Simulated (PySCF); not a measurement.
**Peak assignment**

Geometry:
```tsv
atom	x (Å)	y (Å)	z (Å)
Si1	-2.771	-0.375	-0.842
C2	-2.054	-0.002	0.873
C3	-0.591	0.332	0.800
C4	-0.185	1.668	0.609
C5	1.163	2.056	0.492
C6	2.049	1.005	0.575
C7	1.673	-0.281	0.753
C8	0.371	-0.706	0.875
C9	3.138	-0.013	0.651
H10	-4.224	-0.719	-0.740
H11	-2.044	-1.529	-1.453
H12	-2.617	0.818	-1.728
H13	-2.631	0.827	1.313
H14	-2.225	-0.884	1.511
H15	-0.962	2.436	0.553
H16	1.437	3.105	0.351
H17	0.061	-1.744	1.023
H18	3.679	-0.299	-0.263
H19	3.765	-0.073	1.554
```

[PySCF 2.14.0 with density-fitted response routines: PBE0-D3(BJ)/def2-SVP structure; PBE0/pcSseg-1 with gauge-including orbitals; averaged over atoms made equivalent by symmetry, fast rotation or ring inversion; non-relativistic Hamiltonian; single conformer; no solvent model]

References, each an isolated molecule treated in the same way: $^{13}$C (σref 184.41), $^{1}$H (σref 31.27) vs TMS.

**Question.** Assign these signals to the numbered atoms. $^{13}$C{$^{1}$H} NMR (computed): δ 146.4, 133.8, 132.5, 128.0, 119.9, 118.8, 21.9, 20.1.

**Answer.** 
146.4 → C3, substituted aromatic carbon
133.8 → C4, aromatic CH: the aromatic region
132.5 → C7, substituted aromatic carbon
128.0 → C6, substituted aromatic carbon
119.9 → C5, aromatic CH
118.8 → C8, aromatic CH
21.9 → C9, three-membered-ring carbon: carbons of three-membered rings are unusually shielded
20.1 → C2, sp3 CH2 bonded to Si, on an aromatic ring

C4 and C7; C5 and C8; C9 and C2 lie closer than the usual error of such a calculation, so a measured spectrum could show them in the other order.

**Question.** Assign these signals to the numbered atoms. $^{1}$H NMR (600 MHz, computed): δ 7.27 (d, 1H), 7.12 (s, 1H), 7.06 (d, 1H), 3.92 (t, 3H), 3.32 (s, 2H), 2.25 (q, 2H).

**Answer.** 
7.27 → H16, hydrogen on an aromatic CH: aromatic region
7.12 → H17, hydrogen on an aromatic CH
7.06 → H15, hydrogen on an aromatic CH
3.92 → H10/H11/H12, hydrogen on a silicon bonded to C
3.32 → H18/H19, hydrogen on a three-membered-ring carbon
2.25 → H13/H14, hydrogen on an sp3 CH2 bonded to Si, on an aromatic ring: benzylic-type position, deshielded by the ring

H17 and H15 lie closer than the usual error of such a calculation, so a measured spectrum could show them in the other order.

Shifts are as computed. Against solution values, carbons near 30 ppm lie about +2 ppm off and those near 130 ppm about +5 ppm. Of 1211 compounds with measured shifts, 218 miss one by over three times the rms of a fit or turn the order of signals round; such compounds aren't used in these exercises. No couplings were computed; multiplicities are counted from neighbouring protons, with m where these are inequivalent, close in shift, in a saturated or five-membered ring or joined by F or P, and br s for small geminal =CH2 splittings.
